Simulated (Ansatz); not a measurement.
`[OH][Ge][Br]` + H₂S → `[OH][Ge][SH]` + HBr at 298.15 K and 1 bar (ligand exchange at a Ge–Br bond).

Isolated molecules relaxed with PBE0-D4/def2-TZVP in Ansatz; ΔE leaves out vibrations. CCSD(T)/CBS is the MP2 limit (def2-TZVPP, def2-QZVPP) plus CCSD(T) − MP2 in def2-TZVPP, frozen cores. This one scheme is used for every species. For Br, Ge outer-core shells are correlated without core-valence functions, which leaves a few kJ/mol of doubt a bond. Scalar relativity is left out up to krypton. One conformer a species, not always the lowest.

```csv
species,CCSD(T)/CBS energy (Eh),H − E (kJ/mol),S (J/(mol·K))
`[OH][Ge][Br]`,-4725.27533,51.5,304.5
H₂S,-398.97279,49.9,205.7
`[OH][Ge][SH]`,-2550.31266,75.3,301.5
HBr,-2573.91920,24.6,198.6
```

H − E and S are ideal-gas, rigid-rotor, harmonic terms from PBE0-D4/def2-TZVP, for one conformer and one mirror image of each species. 1 Eh = 2625.50 kJ/mol, R = 8.31446 J/(mol·K).

Problem. By hand: ΔE, ΔH, ΔS and ΔG.

Solution. ΔE = (-2550.31266) + (-2573.91920) − (-4725.27533) − (-398.97279) = 0.01626 Eh = 42.7 kJ/mol. Δ(H − E) = 75.3 + 24.6 − 51.5 − 49.9 = -1.5, so ΔH = 41.2 kJ/mol. ΔS = 301.5 + 198.6 − 304.5 − 205.7 = -10.1 J/(mol·K). ΔG = 41.2 − 298.15 × (-10.1)/1000 = 44.2 kJ/mol.

Problem. By hand: the equilibrium constant, and the temperature at which ΔG would vanish if ΔH and ΔS stayed fixed.

Solution. log₁₀ K = −ΔG/(RT ln 10) = -7.7. ΔH and −TΔS have one sign here, so there is no such temperature.

The number of gas molecules stays the same, so ΔS is small and ΔH decides. A doubt of 5 kJ/mol in ΔE shifts log₁₀ K by 0.9 here. Other conformers and mirror images would add mixing entropy, several J/(mol·K) or more a flexible species. These are equilibria of isolated gas molecules and say nothing of rates. Largest T1 diagnostic: 0.015 (customary marks: 0.02 for closed shells, 0.045 for open ones).

ΔS is within the doubt of such terms, so its sign, and with it that verdict, could turn.
